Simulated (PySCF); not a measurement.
# Electron correlation in Cd⁺ (cadmium, charge +1)

Starting occupation: [Kr] 4d10 5p1, 5p3/2 with m_j = +3/2. Computed with PySCF 2.14 in x2c-TZVPall-2c (8s9p7d1f, 77 functions), with X2C-1e with screened-nucleus spin-orbit coupling, Gaussian nucleus. Frozen: [Ar] 3d10; 19 electrons correlated; the 6 highest virtual spinors left out.

MP2 pair energies summed by pair of shells (mhartree):

```
       pair   energy  share (%)
4d3/2-4d5/2  -133.04       26.7
4d5/2-4d5/2   -96.60       19.4
4d5/2-4p3/2   -46.94        9.4
4d3/2-4d3/2   -42.80        8.6
4d3/2-4p3/2   -31.96        6.4
4d5/2-4p1/2   -23.66        4.8
4p3/2-4p3/2   -17.81        3.6
4p1/2-4p3/2   -17.11        3.4
4d5/2-4s1/2   -17.09        3.4
4d3/2-4p1/2   -15.62        3.1
4p3/2-4s1/2   -11.50        2.3
4d3/2-4s1/2   -11.48        2.3
4d5/2-5p3/2   -10.36        2.1
4d3/2-5p3/2    -6.23        1.3
4p1/2-4s1/2    -5.84        1.2
4p1/2-4p1/2    -4.64        0.9
4s1/2-4s1/2    -3.25        0.7
4p3/2-5p3/2    -1.00        0.2
4p1/2-5p3/2    -0.47        0.1
4s1/2-5p3/2    -0.20        0.0
```

Total MP2 correlation energy: -497.61 mhartree.

This basis was not built for core-valence correlation, so the inner-shell part is incomplete.
